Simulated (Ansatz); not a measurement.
Reaction (redistribution): `O[SiH2][SnH2][OH]` + `SC[TeH]` → `O[SiH2]C[TeH]` + `[OH][SnH2][SH]`

Calculated with Ansatz (gas phase, PBE0-D4/def2-TZVP geometries, no zero-point term in ΔE). CBS: MP2 limit from def2 TZ/QZ plus the TZ coupled-cluster correction, frozen cores. Elements past krypton have def2 core potentials. For Sn, Te outer-core shells are correlated without core-valence functions, which leaves a few kJ/mol of doubt a bond. Each species was taken in one conformer, which may not be the lowest.

`O[SiH2][SnH2][OH]`:

Z-matrix (Å, degrees):
```
Si
Sn 1 2.583
O 1 1.654 2 111.1
H 1 1.482 2 109.9 3 -116.5
H 1 1.492 2 109.4 3 123.5
O 2 1.978 1 108.8 3 65.7
H 2 1.705 1 115.8 3 -179.8
H 2 1.719 1 112.4 3 -52.6
H 3 0.958 1 117.8 2 67.2
H 6 0.960 2 112.8 1 -47.9
```

`SC[TeH]`:

```xyz
7

S     0.175   -0.877   -1.642
C    -0.422   -0.242   -0.074
Te    1.217    0.234    1.245
H     0.818    0.236   -2.032
H    -1.044    0.640   -0.206
H    -1.010   -1.041    0.373
H     0.264    1.050    2.336
```

`O[SiH2]C[TeH]`:

Cartesian coordinates in Å:
```
O -0.111 -1.082 -1.634
Si 0.418 0.298 -0.915
C -0.622 0.695 0.587
Te -0.631 -0.991 1.928
H -0.253 -1.821 -1.035
H 0.304 1.357 -1.948
H 1.833 0.191 -0.460
H -1.670 0.830 0.312
H -0.293 1.575 1.141
H 1.024 -1.051 2.025
```

`[OH][SnH2][SH]`:

Cartesian coordinates in Å:
```
O -0.757 1.551 -0.149
Sn -0.269 -0.318 -0.498
S 1.066 -1.111 1.330
H -1.072 1.691 0.748
H -1.662 -1.299 -0.517
H 0.603 -0.221 -1.952
H 2.091 -0.293 1.039
```

| species | CCSD(T)/def2-TZVPP energy (Eh) |
| --- | --- |
| `O[SiH2][SnH2][OH]` | -656.62918 |
| `SC[TeH]` | -705.59987 |
| `O[SiH2]C[TeH]` | -673.32042 |
| `[OH][SnH2][SH]` | -688.95795 |

(1) Work out ΔE.

Largest T1 diagnostic among the species: 0.014.

Answers

(1) ΔE = (-673.32042) + (-688.95795) − (-656.62918) − (-705.59987) = -0.04932 Eh = -129.5 kJ/mol. CCSD(T)/CBS gives -129.6 kJ/mol.

The D4 term adds −3.6 kJ/mol with B3LYP and −1.9 kJ/mol with PBE0; it sums over pairs of atoms, weighted by their polarisabilities, and B3LYP, whose exchange is more repulsive, gets the larger term. From PBE to PBE0 (25 % exact exchange), in def2-TZVPP and without D4, ΔE moves by −6.9 kJ/mol.

B3LYP here is the variant with VWN-RPA as its local correlation; programs differ in this.
